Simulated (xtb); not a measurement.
CH4Mg, SMILES [CH3][MgH]. All values are semi-empirical tight-binding results from xtb (GFN2-xTB unless named), good for trends rather than for accurate numbers. Coordinates come from a GFN2-xTB optimisation.

Optimised geometry:

Bonded distances (Å): Mg1–H2 1.683, Mg1–C3 2.104, C3–H4 1.088, C3–H5 1.096, C3–H6 1.094. Bond angles (°): H2–Mg1–C3 142.9, Mg1–C3–H4 121.6, Mg1–C3–H5 104.6, Mg1–C3–H6 109.4, H4–C3–H5 107.0, H4–C3–H6 106.9, H5–C3–H6 106.4.
Charge 0, spin multiplicity 1.

For metal compounds this method's bond lengths and energies can be far off.

```yaml
orbital_gap: 3.07 eV
zero_point_energy: 22.7 kcal/mol
G − E(el) at 298.15 K (modified RRHO): 6.6 kcal/mol
```

Computed atomic charges and the Wiberg bond orders between heavy atoms:
charges (e) Mg1 0.43, H2 -0.23, C3 -0.25, H4 0.03, H5 0.01, H6 0.02. Bond orders Mg1–C3 0.86.
